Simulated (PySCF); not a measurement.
Working out the excitation energy of Ga

Ga [Ar] 3d10 4s2 4p1 (2P) → Ga [Ar] 3d10 4s1 4p1 5s1 (4P). Computed with PySCF 2.14 in aug-cc-pwCVDZ-PP with ECP10MDF, with scalar relativity through the core potential. Frozen: nothing. Energies in hartree (1 hartree = 27.21139 eV):

```
             part   Ga (lower)   Ga (upper)
              UHF  -258.291442  -258.022413
MP2 opposite-spin    -0.272232    -0.232101
    MP2 same-spin    -0.135453    -0.129921
```

Q: What does Hartree-Fock give?

A: (-258.022413) − (-258.291442) = 0.269029 hartree = 7.321 eV.

Q: What do MP2 and SCS-MP2 (6/5 opposite-spin, 1/3 same-spin) give?

A: The opposite-spin parts differ by 1.092 eV and the same-spin parts by 0.151 eV. MP2: 7.321 + (1.092) + (0.151) = 8.564 eV. SCS-MP2: 7.321 + 1.2 × (1.092) + (0.151)/3 = 8.682 eV.

The upper state lies above the first ionisation limit, but in LS coupling its spin forbids autoionisation to the ground ion. A Rydberg-like electron needs more diffuse functions than a valence basis has.

A double-zeta basis recovers only part of the correlation energy.
